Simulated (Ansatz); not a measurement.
Molecule: dichloro(methylsilyloxy)silane, CH$_{6}$Cl$_{2}$OSi$_{2}$, charge 0, multiplicity 1. SMILES: [SiH2](C)O[SiH](Cl)Cl
Geometry from a B3LYP-D3(BJ)/def2-TZVP (Ansatz, an electronic-structure program) optimisation:
```
O
Si 1 1.6059
Si 1 1.6611 2 144.85
H 2 1.4623 1 110.45 3 -177.97
H 3 1.4791 1 106.95 2 -125.96
H 3 1.4793 5 109.34 1 115.75
C 3 1.8610 5 111.39 6 123.43
H 7 1.0915 3 111.00 5 58.72
H 7 1.0916 8 108.19 3 -121.98
H 7 1.0926 8 108.13 9 -116.85
Cl 2 2.0546 4 108.97 1 121.18
Cl 2 2.0549 4 109.00 1 -121.16
```
Charge 0, spin multiplicity 1.

Cost and difference of B3LYP with Ansatz in habitual basis sets for the atomisation energy (kcal/mol). Terms: no spin-orbit coupling; six Cartesian d functions in 6-31G* and its kin unless marked 5d; LANL2DZ with its own core potentials from Na on; non-relativistic; atomisation electronic, to ground-state atoms; open shells spin-unrestricted; no dispersion term unless named; 6-311+G** with 5d, 6d on Na to Ar in Ansatz; valence correlation only. CBS(X,Y): correlation extrapolated as X^-3; Hartree-Fock from the larger set. First-principles rows: single points at B3LYP-D3(BJ) geometries (Ansatz). Costs are core time of energy and forces over that of the cheapest set, on one shared machine, to one figure and rough; under a factor of 2 they don't order.

Coupled cluster (Ansatz) is a level with limits of its own, used here on species with T1 under 0.025 (0.045 for open shells) and stable references: CCSD(T)/CBS(cc-pV(T+d)Z,cc-pV(Q+d)Z).

Value to compare with: 1046.8 kcal/mol.

```json
[
 {"level": "B3LYP/STO-3G", "relative cost": "1×", "atomisation energy (kcal/mol)": "1205.3", "difference": "158.5"},
 {"level": "B3LYP/LANL2DZ", "relative cost": "1×", "atomisation energy (kcal/mol)": "922.5", "difference": "-124.3"},
 {"level": "B3LYP/3-21G", "relative cost": "2×", "atomisation energy (kcal/mol)": "939.8", "difference": "-107.0"},
 {"level": "B3LYP/6-31G", "relative cost": "2×", "atomisation energy (kcal/mol)": "897.6", "difference": "-149.2"},
 {"level": "B3LYP/6-31G*", "relative cost": "3×", "atomisation energy (kcal/mol)": "1001.1", "difference": "-45.7"},
 {"level": "B3LYP/6-31G**", "relative cost": "3×", "atomisation energy (kcal/mol)": "1006.1", "difference": "-40.7"},
 {"level": "B3LYP/def2-SVP", "relative cost": "3×", "atomisation energy (kcal/mol)": "1009.4", "difference": "-37.4"},
 {"level": "B3LYP/cc-pVDZ", "relative cost": "4×", "atomisation energy (kcal/mol)": "980.0", "difference": "-66.8"},
 {"level": "B3LYP/6-31+G*", "relative cost": "4×", "atomisation energy (kcal/mol)": "995.2", "difference": "-51.6"},
 {"level": "B3LYP/6-311+G**", "relative cost": "6×", "atomisation energy (kcal/mol)": "996.2", "difference": "-50.6"}
]
```

The dearest set gives -50.6 kcal/mol. A small set can land close by cancelling terms.
